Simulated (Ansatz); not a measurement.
The same path of Cl2GaHO + H2 (7 atoms, charge 0, multiplicity 1) was run 3 times with different band settings. Lost on the way: H6–H7. Made: Ga1–H6, O2–H7.

Theory: Ansatz 0.2.0, RKS PBE-D4/def2-SVP.

Relaxed end points:

```xyz
7
Properties=species:S:1:pos:R:3
Ga -0.009 -0.236 0.152
O 0.010 -0.608 1.903
H -0.897 -0.595 2.265
Cl 1.834 -0.332 -0.929
Cl -1.852 0.154 -0.888
H 0.357 2.391 0.665
H 0.354 2.012 1.338
```

```xyz
7
Properties=species:S:1:pos:R:3
Ga 0.219 0.685 -0.182
O 0.064 0.089 1.871
H -0.836 -0.310 1.799
Cl 1.785 -0.624 -0.916
Cl -1.818 -0.129 -0.472
H 0.413 2.234 -0.082
H -0.030 0.841 2.488
```

Common settings: spring 5.0 eV/Å²; optimiser quadratic models (default); start path through a guess of the saddle point; iteration limit 60; end points relaxed.

| run | movable images | climbing image | force threshold |
| --- | --- | --- | --- |
| 1 | 7 | yes | 0.05 eV/Å |
| 2 | 7 | yes | 0.2 eV/Å |
| 3 | 1 | no | 0.05 eV/Å |

Problem. What does each run give, and how far can it be trusted?

Solution. Run 1: converged after 10 iterations, highest image 0.688 eV above the first end. A vibrational analysis at the climbing image gives one clearly imaginary mode, 1051i cm⁻¹: a first-order saddle point.
Run 2: converged after 9 iterations, highest image 0.688 eV above the first end. The threshold of 0.2 eV/Å is loose, so the images may lie well off the minimum-energy path. Another band between the same ends (7 images) ends at a top of the same energy, where a vibrational analysis finds 1 clearly imaginary mode.
Run 3: converged after 9 iterations, highest image 0.336 eV above the first end. No image climbed, so the highest image needn't sit at the top of the path. A band with more images between the same ends climbed to 0.69 eV, so this one has probably stepped over the top. So few images can step over the top or miss a turn of the path.
The orbitals stay closed-shell, which can raise the energy where a bond breaks towards radicals; this wasn't checked here.
